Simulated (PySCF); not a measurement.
C4H11O2Si, SMILES [CH2]O[Si](C)(C)OC, doublet, GFN2-xTB optimised geometry.

```
18

C     -1.07     1.35     0.85
O     -1.21     0.33     0.00
Si    -0.67    -1.23     0.00
C      1.23    -1.23     0.00
C     -1.39    -2.24     1.44
O     -1.34    -1.91    -1.32
C     -1.21    -1.53    -2.66
H     -1.64     2.23     0.62
H     -0.65     1.19     1.82
H      1.63    -2.23    -0.12
H      1.63    -0.62    -0.81
H      1.64    -0.83     0.93
H     -1.13    -1.79     2.39
H     -1.01    -3.26     1.44
H     -2.47    -2.30     1.38
H     -1.45    -0.47    -2.79
H     -1.92    -2.13    -3.24
H     -0.20    -1.71    -3.02
```

Density from unrestricted PBE0/def2-SVP run with PySCF at that geometry.

Minimum of the electron density along straight lines between bonded atoms, close to the bond critical point (lines longer than 1.1 times the sum of covalent radii, or with two minima, are not listed):

| bond | length / Å | ρ at the minimum / e bohr⁻³ | ∇²ρ there / e bohr⁻⁵ | position (fraction from the first atom) |
|---|---|---|---|---|
| C1–O2 | 1.340 | 0.282 | 0.13 | 0.33 |
| O2–Si3 | 1.647 | 0.120 | 0.98 | 0.59 |
| Si3–C4 | 1.909 | 0.112 | 0.31 | 0.38 |
| Si3–C5 | 1.896 | 0.115 | 0.31 | 0.38 |
| Si3–O6 | 1.622 | 0.130 | 1.10 | 0.41 |
| O6–C7 | 1.401 | 0.255 | [?] | 0.66 |
| C1–H8 | 1.072 | 0.289 | -1.13 | 0.64 |
| C1–H9 | 1.073 | 0.287 | -1.10 | 0.63 |
| C4–H10 | 1.086 | 0.271 | -0.97 | 0.62 |
| C4–H11 | 1.088 | 0.270 | -0.96 | 0.62 |
| C4–H12 | 1.086 | 0.271 | -0.96 | 0.62 |
| C5–H13 | 1.085 | 0.271 | -0.96 | 0.62 |
| C5–H15 | 1.085 | 0.272 | -0.98 | 0.63 |
| C7–H16 | 1.091 | 0.283 | -1.08 | 0.64 |
| C7–H17 | 1.090 | 0.283 | -1.09 | 0.64 |
| C7–H18 | 1.092 | 0.281 | -1.06 | 0.63 |

Question: Complete the blanks.

Answer: 
- O6–C7, ∇²ρ there / e bohr⁻⁵: -0.30
